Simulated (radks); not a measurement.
Results of a calculation; reference values are marked as such.
Dipole-allowed excitations along the series with 54 electrons in [Xe]. Level of theory: scalar-relativistic Kohn-Sham, exchange-only LDA, spin-unpolarised, spherical densities, finite nucleus; Fermi nuclear charge, rms radius of each element as measured or else 0.836 A^(1/3) + 0.57 fm (a radial shooting solver on a logarithmic mesh with Libxc functionals). Time-dependent linear response with the Hartree and adiabatic exchange-only LDA kernel, continuum included through the Sternheimer equations, no spin-orbit coupling, so fine structure and intercombination lines are absent. Lines are the poles of the dipole polarisability below minus the highest occupied eigenvalue, found on a grid refined at the orbital gaps; the lowest seven at most are given, and weak or close lines can be missed. The first line takes the name of the lowest orbital gap if no other gap lies below it; otherwise a line is named after a gap within 0.6 % of it, if that gap stands alone.

species  -e(HOMO) (eV)  lowest orbital gap (eV)      first line (eV)      f  strongest line (eV)  its f  static alpha (bohr^3)
Ba2+            29.618             5p-5d 17.733  18.109 (unassigned)  0.405  21.033 (unassigned)   4.16                  10.96
La3+            43.376             5p-5d 21.174       23.982 (5p-6s)  0.220  25.831 (unassigned)   5.57                  7.810
Ce4+            58.631             5p-5d 24.443  29.811 (unassigned)   1.81  30.532 (unassigned)   4.50                  5.879
